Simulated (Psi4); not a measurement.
C₅H₁₅NSi, triplet, at the geometry of the source list (a higher spin typed on purpose: for a closed-shell molecule this is an excited state), atoms displaced at random by about 0.08 Å a coordinate; PBE/STO-3G, gradient (Psi4).

The Psi4 input:
```
memory 2 GB

molecule {
0 3
C     1.71322507   -0.85937838    0.89946514
N     1.20692377   -0.04674576    0.18655553
C     2.05403041    0.24036337   -1.02576162
Si   -0.63221359    0.18497010   -0.03869041
C    -1.47455002   -1.23000341   -1.05173928
C    -1.33467143    0.05190890    1.83290620
C    -0.86835549    1.70927518   -0.78218548
H     0.98915732   -1.20106972    1.95860202
H     1.75580277   -2.05361839    0.47272984
H     2.76741571   -0.63201936    1.37262285
H     2.25160996   -0.53893087   -1.58264189
H     1.60862607    1.11991290   -1.62823652
H     2.93755461    0.66333832   -0.54841669
H    -1.17258541   -2.18959109   -0.56031875
H    -2.59999736   -1.16220889   -1.20778617
H    -1.24795238   -1.14011770   -1.99817620
H    -0.89390737    0.83729942    2.39170733
H    -1.28983988   -0.87641954    2.18682840
H    -2.48623576    0.46627459    1.88439423
H    -1.78445639    2.05965475   -0.67586061
H    -0.70310390    1.83135097   -1.77223087
H    -0.28820842    2.89278033   -0.28260706
symmetry c1
no_reorient
no_com
}

set {
  basis sto-3g
  reference uks
}

gradient('pbe')
print_variables()
```

**Question.** What does Psi4 print? Leave out banner, timings and long lists.

**Answer.** 
```
gradient() will perform analytic gradient computation.

   => Loading Basis Set <=

    Name: STO-3G
    Role: ORBITAL
    Keyword: BASIS

         ---------------------------------------------------------
                                   SCF
               by Justin Turney, Rob Parrish, Andy Simmonett
                          and Daniel G. A. Smith
                              UKS Reference
         ---------------------------------------------------------

  ==> Geometry <==

    Molecular point group: c1
    Full point group: C1

    Geometry (in Angstrom), charge = 0, multiplicity = 3:

       Center              X                  Y                   Z               Mass
    ------------   -----------------  -----------------  -----------------  -----------------
         C            1.713225070000    -0.859378380000     0.899465140000    12.000000000000
         N            1.206923770000    -0.046745760000     0.186555530000    14.003074004430
         C            2.054030410000     0.240363370000    -1.025761620000    12.000000000000
         SI          -0.632213590000     0.184970100000    -0.038690410000    27.976926534650
         C           -1.474550020000    -1.230003410000    -1.051739280000    12.000000000000
         C           -1.334671430000     0.051908900000     1.832906200000    12.000000000000
         C           -0.868355490000     1.709275180000    -0.782185480000    12.000000000000
         H            0.989157320000    -1.201069720000     1.958602020000     1.007825032230
         H            1.755802770000    -2.053618390000     0.472729840000     1.007825032230
         H            2.767415710000    -0.632019360000     1.372622850000     1.007825032230
         H            2.251609960000    -0.538930870000    -1.582641890000     1.007825032230
         H            1.608626070000     1.119912900000    -1.628236520000     1.007825032230
         H            2.937554610000     0.663338320000    -0.548416690000     1.007825032230
         H           -1.172585410000    -2.189591090000    -0.560318750000     1.007825032230
         H           -2.599997360000    -1.162208890000    -1.207786170000     1.007825032230
         H           -1.247952380000    -1.140117700000    -1.998176200000     1.007825032230
         H           -0.893907370000     0.837299420000     2.391707330000     1.007825032230
         H           -1.289839880000    -0.876419540000     2.186828400000     1.007825032230
         H           -2.486235760000     0.466274590000     1.884394230000     1.007825032230
         H           -1.784456390000     2.059654750000    -0.675860610000     1.007825032230
         H           -0.703103900000     1.831350970000    -1.772230870000     1.007825032230
         H           -0.288208420000     2.892780330000    -0.282607060000     1.007825032230

  Running in c1 symmetry.

  Rotational constants: A =      0.07884  B =      0.05398  C =      0.04747 [cm^-1]
  Rotational constants: A =   2363.51845  B =   1618.37234  C =   1423.23629 [MHz]
  Nuclear repulsion =  413.489799862018970

  Charge       = 0
  Multiplicity = 3
  Electrons    = 66
  Nalpha       = 34
  Nbeta        = 32

  ==> Algorithm <==

  SCF Algorithm Type is DF.
  DIIS enabled.
  MOM disabled.
  Fractional occupation disabled.
  Guess Type is SAD.
  Energy threshold   = 1.00e-08
  Density threshold  = 1.00e-08
  Integral threshold = 1.00e-12

  ==> Primary Basis <==

  Basis Set: STO-3G
    Blend: STO-3G
    Number of shells: 38
    Number of basis functions: 54
    Number of Cartesian functions: 54
    Spherical Harmonics?: true
    Max angular momentum: 1

  ==> DFT Potential <==

   => LibXC <=

    Version 7.1.2
    S. Lehtola, C. Steigemann, M. J. T. Oliveira, and M. A. L. Marques,  SoftwareX 7, 1–5 (2018) (10.1016/j.softx.2017.11.002)

   => Composite Functional: PBE <=

    PBE GGA Exchange-Correlation Functional

    J.P. Perdew et. al., Phys. Rev. Lett., 77(18), 3865-3868, 1996

    Deriv               =              1
    GGA                 =           TRUE
    Meta                =          FALSE

    Exchange Hybrid     =          FALSE
    MP2 Hybrid          =          FALSE

   => Exchange Functionals <=

    1.0000     XC_GGA_X_PBE

   => Correlation Functionals <=

    1.0000     XC_GGA_C_PBE

   => LibXC Density Thresholds  <==

    XC_GGA_C_PBE:  1.00E-12
    XC_GGA_X_PBE:  1.00E-15

   => Molecular Quadrature <=

    Radial Scheme          =       TREUTLER
    Pruning Scheme         =           NONE
    Nuclear Scheme         =       TREUTLER

    Blocking Scheme        =         OCTREE
    BS radius alpha        =              1
    Pruning alpha          =              1
    Radial Points          =             75
    Spherical Points       =            302
    Total Points           =         461398
    Total Blocks           =           3360
    Max Points             =            256
    Max Functions          =             50
    Weights Tolerance      =       1.00E-15

   => Loading Basis Set <=

    Name: (STO-3G AUX)
    Role: JKFIT
    Keyword: DF_BASIS_SCF

  ==> Integral Setup <==

  SCF_SUBTYPE=INCORE selected. In-core MEM_DF algorithm will be used.
  Using in-core AOs.

  ==> MemDFJK: Density-Fitted J/K Matrices <==

    J tasked:                   Yes
    K tasked:                    No
    wK tasked:                   No
    Algorithm:                 Core
    Schwarz Cutoff:           1E-12
    Mask sparsity (%):       1.8519
    Fitting Condition:        1E-10

   => Auxiliary Basis Set <=

  Basis Set: (STO-3G AUX)
    Blend: DEF2-UNIVERSAL-JKFIT
    Number of shells: 278
    Number of basis functions: 850
    Number of Cartesian functions: 993
    Spherical Harmonics?: true
    Max angular momentum: 4

  Minimum eigenvalue in the overlap matrix is 1.6891515527E-01.
  Reciprocal condition number of the overlap matrix is 6.7700748866E-02.
    Using symmetric orthogonalization.

  ==> Pre-Iterations <==

[...]
  @DF-UKS Final Energy:  -536.39461076987652
    Total Energy =                       -536.3946107698765218
[...]
         C            2.054030410000     0.240363370000    -1.025761620000    12.000000000000
         SI          -0.632213590000     0.184970100000    -0.038690410000    27.976926534650
         C           -1.474550020000    -1.230003410000    -1.051739280000    12.000000000000
         C           -1.334671430000     0.051908900000     1.832906200000    12.000000000000
         C           -0.868355490000     1.709275180000    -0.782185480000    12.000000000000
         H            0.989157320000    -1.201069720000     1.958602020000     1.007825032230
         H            1.755802770000    -2.053618390000     0.472729840000     1.007825032230
         H            2.767415710000    -0.632019360000     1.372622850000     1.007825032230
         H            2.251609960000    -0.538930870000    -1.582641890000     1.007825032230
         H            1.608626070000     1.119912900000    -1.628236520000     1.007825032230
         H            2.937554610000     0.663338320000    -0.548416690000     1.007825032230
         H           -1.172585410000    -2.189591090000    -0.560318750000     1.007825032230
         H           -2.599997360000    -1.162208890000    -1.207786170000     1.007825032230
         H           -1.247952380000    -1.140117700000    -1.998176200000     1.007825032230
         H           -0.893907370000     0.837299420000     2.391707330000     1.007825032230
         H           -1.289839880000    -0.876419540000     2.186828400000     1.007825032230
         H           -2.486235760000     0.466274590000     1.884394230000     1.007825032230
         H           -1.784456390000     2.059654750000    -0.675860610000     1.007825032230
         H           -0.703103900000     1.831350970000    -1.772230870000     1.007825032230
         H           -0.288208420000     2.892780330000    -0.282607060000     1.007825032230

  Nuclear repulsion =  413.489799862018970

  ==> Basis Set <==

  Basis Set: STO-3G
    Blend: STO-3G
    Number of shells: 38
    Number of basis functions: 54
    Number of Cartesian functions: 54
    Spherical Harmonics?: true
    Max angular momentum: 1

  ==> DFJKGrad: Density-Fitted SCF Gradients <==

    Gradient:                    1
    J tasked:                  Yes
    K tasked:                   No
    wK tasked:                  No
    Integrals threads:           1
    Schwarz Cutoff:          1E-12
    Fitting Condition:       1E-10

   => Auxiliary Basis Set <=

  Basis Set: (STO-3G AUX)
    Blend: DEF2-UNIVERSAL-JKFIT
    Number of shells: 278
    Number of basis functions: 850
    Number of Cartesian functions: 993
    Spherical Harmonics?: true
    Max angular momentum: 4

  ==> DFT Potential <==

   => LibXC <=

    Version 7.1.2
    S. Lehtola, C. Steigemann, M. J. T. Oliveira, and M. A. L. Marques,  SoftwareX 7, 1–5 (2018) (10.1016/j.softx.2017.11.002)

   => Composite Functional: PBE <=

    PBE GGA Exchange-Correlation Functional

    J.P. Perdew et. al., Phys. Rev. Lett., 77(18), 3865-3868, 1996

    Deriv               =              1
    GGA                 =           TRUE
    Meta                =          FALSE

    Exchange Hybrid     =          FALSE
    MP2 Hybrid          =          FALSE

   => Exchange Functionals <=

    1.0000     XC_GGA_X_PBE

   => Correlation Functionals <=

    1.0000     XC_GGA_C_PBE

   => LibXC Density Thresholds  <==

    XC_GGA_C_PBE:  1.00E-12
    XC_GGA_X_PBE:  1.00E-15

   => Molecular Quadrature <=

    Radial Scheme          =       TREUTLER
    Pruning Scheme         =           NONE
    Nuclear Scheme         =       TREUTLER

    Blocking Scheme        =         OCTREE
    BS radius alpha        =              1
    Pruning alpha          =              1
    Radial Points          =             75
    Spherical Points       =            302
    Total Points           =         461398
    Total Blocks           =           3360
    Max Points             =            256
    Max Functions          =             50
    Weights Tolerance      =       1.00E-15

  -Total Gradient:
     Atom            X                  Y                   Z
    ------   -----------------  -----------------  -----------------
       1       -0.151125596300     0.275442688366    -0.248700263779
       2        0.049650212755    -0.159784659779     0.209039890719
       3        0.041294617941    -0.173159630773    -0.061372193176
       4        0.097081856540     0.068759854417    -0.062945980696
       5        0.048943528418    -0.008272935409    -0.120544300938
       6        0.083110634685    -0.128747961474     0.106380124104
       7       -0.080910575690    -0.113692267945    -0.057128050771
       8       -0.010005863378    -0.014509686418     0.025520455559
       9       -0.004294847377    -0.048482266721    -0.011351066486
      10        0.013085613717     0.009972513735     0.007767608630
      11       -0.024556782278     0.115211354768     0.075325390509
      12       -0.005911143482     0.026587048667    -0.007999860891
      13       -0.025074382525    -0.002554977006     0.004735831027
      14        0.009431545761    -0.006334128235     0.016574211432
      15       -0.011227644981     0.004033890411    -0.027917123403
      16       -0.057924175880     0.000869009580     0.128386125945
      17       -0.030764578250    -0.011756177975    -0.028103978760
      18       -0.007966664480     0.096228671623    -0.045848795328
      19       -0.047750059245     0.031476284347     0.005919815724
      20        0.119010645014    -0.040875387604    -0.016660984179
      21       -0.022746106504     0.002391359596     0.086702039664
      22        0.018657172472     0.077263794029     0.022150975444

  Variable Map:
  ----------------------------------------------------------------------------
[...]
  Array Variable Map:
  ----------------------------------------------------------------------------
[...]
[...]
```
